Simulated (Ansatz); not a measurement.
Consider the formal exchange of groups at the Al–F bond: `[F][Al]1[CH]=[CH]1` + CH₄ → `[CH3][Al]1[CH]=[CH]1` + H–F.

Calculated with Ansatz (gas phase, PBE0-D4/def2-TZVP geometries, no zero-point term in ΔE). CBS: MP2 limit from def2 TZ/QZ plus the TZ coupled-cluster correction, frozen cores. This one scheme is used for every species. DFT in def2-TZVPP.

Q: Is it downhill or uphill in electronic energy at CCSD(T)/CBS, and by how much? (An estimate is asked.)

A: The calculation gave: Uphill: ΔE = +166.0 kJ/mol.

Q: What do these levels give: B97M-V, PBE0-D4, PBE, MP2/def2-SVP, HF/def2-TZVPP, SCS-MP2/def2-TZVPP? (Estimate.)

A: The calculation gave: B97M-V 173.9, PBE0-D4 156.5, PBE 158.5, MP2/def2-SVP 179.5, HF/def2-TZVPP 182.5, SCS-MP2/def2-TZVPP 173.2 kJ/mol.

Largest T1 diagnostic among the species: 0.014.

The D4 term adds −3.8 kJ/mol with B3LYP and −2.2 kJ/mol with PBE0; it sums over pairs of atoms, weighted by their polarisabilities, and B3LYP, whose exchange is more repulsive, gets the larger term. In def2-TZVPP, CCSD(T) changes the Hartree–Fock value by −15.1 kJ/mol (the triples alone add −2.4 kJ/mol) and MP2 by −14.4 kJ/mol. At CCSD(T), def2-SVP lies +12.0 kJ/mol from the extrapolated value and def2-TZVPP +1.4 kJ/mol.

B3LYP here is the variant with VWN-RPA as its local correlation; programs differ in this.
